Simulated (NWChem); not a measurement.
System meant: CH$_{4}$FGaO; SMILES [OH][Ga]([F])[CH3]

Input file for NWChem:

```
start job
memory heap 200 mb stack 900 mb global 1100 mb
geometry units angstroms noautoz
  Ga     0.047364     0.022967    -0.074711
  F     -1.312758    -1.007266    -0.582836
  C     -0.086915     1.966169     0.009491
  H     -0.340033     2.363751    -0.992425
  H      0.872636     2.398499     0.348968
  H     -0.892785     2.251480     0.713156
  O      1.514272    -0.929397     0.338100
  H      1.355155    -1.885369     0.224043
end
basis spherical
  Ga library def2-svp
  F library def2-svp
  C library def2-svp
  H library def2-svp
  O library def2-svp
end
dft
  xc xpbe96 cpbe96
  iterations 4
  mulliken
end
task dft energy
```

End of the output:

```
    Atom       Charge   Shell Charges
 -----------   ------   -------------------------------------------------------
    1 Ga  31    30.71   2.00  2.00  1.94  0.67  0.23  5.99  5.83  0.98  0.51  7.77  2.05  0.74
    2 F    9     9.17   1.98  1.02  0.77  3.16  2.24  0.00
    3 C    6     6.21   1.96  0.58  0.34  1.85  1.44  0.04
    4 H    1     0.94   0.62  0.26  0.07
    5 H    1     0.94   0.62  0.26  0.07
    6 H    1     0.94   0.62  0.26  0.07
    7 O    8     8.18   1.97  0.90  0.61  2.68  2.01  0.01
    8 H    1     0.90   0.55  0.17  0.18

 center of mass
 --------------
 x =  -0.04080804 y =   0.09333210 z =   0.00000000

 moments of inertia (a.u.)
 ------------------
         362.687837779950          -0.000000117841           0.000000000000
          -0.000000117841         293.476703575984           0.000000000000
           0.000000000000           0.000000000000         644.550017574889

     Multipole analysis of the density
     ---------------------------------

     L   x y z        total         alpha         beta         nuclear
     -   - - -        -----         -----         ----         -------
     0   0 0 0     -0.000000    -29.000000    -29.000000     58.000000

     1   1 0 0      0.085137      0.042569      0.042569     -0.000000
     1   0 1 0     -0.483300     -0.241650     -0.241650     -0.000000
     1   0 0 1     -0.000000     -0.000000     -0.000000      0.000000

     2   2 0 0    -29.655624    -87.741551    -87.741551    145.827478
     2   1 1 0      1.649443     -2.717637     -2.717637      7.084717
     2   1 0 1      0.000000      0.000000      0.000000      0.000000
     2   0 2 0    -21.793766   -117.312362   -117.312362    212.830958
     2   0 1 1     -0.000000     -0.000000     -0.000000      0.000000
     2   0 0 2    -23.167165    -14.464669    -14.464669      5.762173

 ------------------------------------------------------------------------
 dft energy failed                                                                                  0
 ------------------------------------------------------------------------
 ------------------------------------------------------------------------
  current input line :
    25: task dft energy
 ------------------------------------------------------------------------
 ------------------------------------------------------------------------
 This type of error is most commonly associated with calculations not reaching convergence criteria
 ------------------------------------------------------------------------
 For more information see the NWChem manual at https://nwchemgit.github.io

0:dft energy failed:Received an Error in Communication
```

Task: Can this run be used? If not, why, and what is the fix?

Result: The run did not converge; its last values are not results. Cause: the SCF was allowed too few iterations. This input runs:
```
start job
memory heap 200 mb stack 900 mb global 1100 mb
geometry units angstroms noautoz
  Ga     0.047364     0.022967    -0.074711
  F     -1.312758    -1.007266    -0.582836
  C     -0.086915     1.966169     0.009491
  H     -0.340033     2.363751    -0.992425
  H      0.872636     2.398499     0.348968
  H     -0.892785     2.251480     0.713156
  O      1.514272    -0.929397     0.338100
  H      1.355155    -1.885369     0.224043
end
basis spherical
  * library def2-svp
end
dft
  xc xpbe96 cpbe96
  iterations 150
  mulliken
end
task dft energy
```
It converges to -2139.57612 Ha (PBE/def2-SVP).
